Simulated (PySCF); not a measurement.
Species: C3H9BN, charge -1, multiplicity 1. It need not be the lowest isomer of its formula. Whether it binds its extra electron was not tested at this geometry. SMILES: N(B(C)[CH2-])C
Structure (B3LYP-D3(BJ)/def2-TZVP (Ansatz) minimum search):
```xyz
14

C      1.0705     0.6937     1.0843
B      0.4636    -0.2418     0.1395
C      1.0730    -1.7064    -0.1787
N     -0.7671     0.0473    -0.6467
C     -1.5761     1.1998    -0.3448
H      0.6704     1.6767     1.3347
H      2.0075     0.4718     1.5955
H      0.3590    -2.5139     0.0491
H      1.9765    -1.9051     0.4061
H      1.3342    -1.8255    -1.2404
H     -1.3272    -0.7598    -0.8820
H     -0.9654     2.1045    -0.4293
H     -1.9939     1.2080     0.6802
H     -2.4137     1.2982    -1.0491
```
Charge -1, spin multiplicity 1.

Dispersion corrections to the total energy (kcal/mol) from the dftd3 and dftd4 libraries through PySCF: D3(BJ) without and D4 with the three-body term, each with the damping fitted for the functional named.

| functional | D3(BJ) | D4 |
|---|---|---|
| HF | -45.72 | -24.77 |
| PW6B95 | -2.83 | -5.67 |
| PBE | [?] | -6.67 |
| BLYP | -12.47 | [?] |
| BHLYP | -7.70 | -7.29 |
| revPBE | [?] | -22.72 |
| TPSSh | -6.88 | -8.21 |

Question: Fill in the missing entries.

Answer: 
- PBE, D3(BJ): -6.06
- BLYP, D4: -14.82
- revPBE, D3(BJ): -15.50
